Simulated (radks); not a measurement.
Isoelectronic series with 3 electrons, all held in the configuration [He] 2s1, which need not be the ground one along the series. Calculated with a radial shooting solver on a logarithmic mesh with Libxc functionals: scalar-relativistic Kohn-Sham, BLYP, spin-unpolarised, spherical densities, point nucleus. Total energies (hartree) and mean radii <r> (bohr):

\begin{tabular}{lrrr}
ion & E (hartree) & 2s & 1s \\ \hline
Zn27+ & -994.09758 & 0.2056 & 0.04994 \\
Ga28+ & -1063.44278 & 0.1984 & 0.04825 \\
Ge29+ & -1135.22353 & 0.1917 & 0.04667 \\
As30+ & -1209.45301 & 0.1855 & 0.04518 \\
Se31+ & -1286.14495 & 0.1796 & 0.04378 \\
Br32+ & -1365.31362 & 0.1740 & 0.04246 \\
Kr33+ & -1446.97388 & 0.1688 & 0.04121 \\
Rb34+ & -1531.14118 & 0.1639 & 0.04003 \\
Sr35+ & -1617.83156 & 0.1592 & 0.03891 \\
\end{tabular}
